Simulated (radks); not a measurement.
Results of a calculation; reference values are marked as such.
Task: These are the eigenvalues of the occupied orbitals of an atom or ion with whole-number occupations (eV). Level of theory: Dirac Kohn-Sham, PBEsol, spin-unpolarised, spherical densities, finite nucleus; Fermi nuclear charge, rms radius of each element as measured or else 0.836 A^(1/3) + 0.57 fm (a radial shooting solver on a logarithmic mesh with Libxc functionals).

| orbital | eigenvalue |
|---|---|
| 1s1/2 | -7646.024 |
| 2s1/2 | -960.9606 |
| 2p1/2 | -842.1922 |
| 2p3/2 | -827.3981 |
| 3s1/2 | -162.2357 |
| 3p1/2 | -126.4279 |
| 3p3/2 | -124.4696 |
| 3d3/2 | -66.0089 |
| 3d5/2 | -65.7635 |

Which element is it, and in what charge state? The configuration may be excited. Open shells, if any, fill j = l - 1/2 first.

Result: Z = 27, cobalt, charge +4: Co4+ in [Ar] 3d5. The list shows which subshells hold electrons but not how many an open one holds; the 1s level, -280.99 hartree, gives Z - s = 23.7 by -(Z - s)^2/2, which with screening and relativity narrows Z to a few neighbours, and the depths of the outer levels then fix element, charge and occupations together.
